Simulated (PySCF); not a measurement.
PySCF 2.14 output of an unrestricted wB97X calculation on a single atom or ion in aug-cc-pVDZ-PP with ECP60MDF, with scalar relativity through the core potential:

```
SCF conv_tol = 1e-09
number electrons alpha = 8  beta = 5
    J.-D. Chai and M. Head-Gordon.,  J. Chem. Phys. 128, 084106 (2008)
cycle= 1 E= -57.1792792912338  delta_E= -0.00596  |g|= 0.021  |ddm|= 0.762
cycle= 2 E= -57.1801454610763  delta_E= -0.000866  |g|= 0.00948  |ddm|= 0.126
cycle= 3 E= -57.1805184789136  delta_E= -0.000373  |g|= 0.0067  |ddm|= 0.0567
cycle= 4 E= -57.1809224913494  delta_E= -0.000404  |g|= 0.00465  |ddm|= 0.0395
cycle= 5 E= -57.1813004852948  delta_E= -0.000378  |g|= 0.00226  |ddm|= 0.0627
cycle= 6 E= -57.1813810914087  delta_E= -8.06e-05  |g|= 0.0011  |ddm|= 0.0323
cycle= 7 E= -57.1813981040634  delta_E= -1.7e-05  |g|= 0.00054  |ddm|= 0.0127
cycle= 8 E= -57.1814023465041  delta_E= -4.24e-06  |g|= 0.000275  |ddm|= 0.00774
cycle= 9 E= -57.1814031234472  delta_E= -7.77e-07  |g|= 0.000233  |ddm|= 0.00213
cycle= 10 E= -57.1814044649745  delta_E= -1.34e-06  |g|= 0.000167  |ddm|= 0.00444
cycle= 11 E= -57.1814057058294  delta_E= -1.24e-06  |g|= 5.38e-05  |ddm|= 0.00809
cycle= 12 E= -57.1814057765325  delta_E= -7.07e-08  |g|= 2.55e-05  |ddm|= 0.00168
cycle= 13 E= -57.181405784131  delta_E= -7.6e-09  |g|= 1.32e-05  |ddm|= 0.000446
cycle= 14 E= -57.1814057858293  delta_E= -1.7e-09  |g|= 4.7e-06  |ddm|= 0.0002
cycle= 15 E= -57.1814057860289  delta_E= -2e-10  |g|= 1.19e-06  |ddm|= 4.41e-05
converged SCF energy = -57.1814057860289  <S^2> = 3.8334305  2S+1 = 4.0415
```

The run itself started from symmetry-adapted Hartree-Fock orbitals and held the occupation by maximum overlap, on a logarithmic radial grid, so the iterations belong to that start.

Question: Which element, charge and spin multiplicity is this?

Answer: Ta (tantalum, neutral), multiplicity 4; the state was [Xe] 4f14 5d2 6s2 6p1, one real determinant (an excited configuration).

⟨L²⟩ = 14.10 against 20 for a pure G term, so this real determinant mixes terms. Energies and moments cover only the electrons outside the core potential. Spin-orbit coupling, absent here, splits the open shell strongly. ⟨S²⟩ = 3.83 against 3.75 shows spin contamination.
